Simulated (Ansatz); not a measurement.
Cost and result up the ladder for the cluster Ca₂O₃ (the lowest singlet isomer of a short search) (5 atoms). Total charge 0; singlet. Geometry: r2SCAN-D4/def2-SVP.

Cartesian coordinates in Å:
```
Ca 0.0285 1.0950 1.0236
Ca -0.3780 -1.3164 -0.6099
O 1.2796 0.1035 -0.4714
O 0.0783 0.7567 -1.1364
O -1.0084 -0.6389 1.1941
```

Ansatz on 4 threads of Arm Neoverse V2 on a shared host. Times are rough, and most runs start from the orbitals of an earlier one. ωB97M-V/def2-TZVP serves as the yardstick here, not as an exact answer. Differences are given only for rows in sets of like size (and for xTB, whose basis is part of the method), since another set adds its own error. Binding counts from free atoms at the same level (Ca singlet, O triplet; other spins of the atoms weren't run), without zero-point energy or a counterpoise term.

Correlated methods freeze 13 core orbitals; core or outer-core shells of Ca are correlated, in sets that lack core-valence functions. The structure holds one bond between oxygen atoms, so isomers without such links may lie far lower. The structure comes from a short search, and lower isomers may exist.

Correlated methods converge slowly with the basis.

```json
{"level": "PBE-D4/def2-SVP", "functions": "90", "wall time": "0.9 s", "binding energy per atom (eV)": "3.88", "difference from ωB97M-V/def2-TZVP (eV)": "–"}
{"level": "PBE0-D4/def2-SVP", "functions": "90", "wall time": "1.3 s", "binding energy per atom (eV)": "3.50", "difference from ωB97M-V/def2-TZVP (eV)": "–"}
{"level": "PBE-D4/def2-TZVP (with forces)", "functions": "165", "wall time": "1.8 s", "binding energy per atom (eV)": "3.79", "difference from ωB97M-V/def2-TZVP (eV)": "0.38"}
{"level": "MP2/def2-TZVP", "functions": "165", "wall time": "1.8 s", "binding energy per atom (eV)": "3.37", "difference from ωB97M-V/def2-TZVP (eV)": "-0.04"}
{"level": "PBE0-D4/def2-TZVP", "functions": "165", "wall time": "2.5 s", "binding energy per atom (eV)": "3.42", "difference from ωB97M-V/def2-TZVP (eV)": "0.01"}
{"level": "r2SCAN-D4/def2-TZVP", "functions": "165", "wall time": "3.6 s", "binding energy per atom (eV)": "3.70", "difference from ωB97M-V/def2-TZVP (eV)": "0.29"}
{"level": "PBE-QIDH/def2-TZVP", "functions": "165", "wall time": "3.9 s", "binding energy per atom (eV)": "3.25", "difference from ωB97M-V/def2-TZVP (eV)": "-0.16"}
{"level": "B2PLYP/def2-TZVP", "functions": "165", "wall time": "3.9 s", "binding energy per atom (eV)": "3.33", "difference from ωB97M-V/def2-TZVP (eV)": "-0.08"}
{"level": "ωB97M-V/def2-TZVP", "functions": "165", "wall time": "7.5 s", "binding energy per atom (eV)": "3.41", "difference from ωB97M-V/def2-TZVP (eV)": "0.00"}
{"level": "CCSD(T)/def2-TZVPP", "functions": "165", "wall time": "43 s", "binding energy per atom (eV)": "3.07", "difference from ωB97M-V/def2-TZVP (eV)": "-0.34"}
```
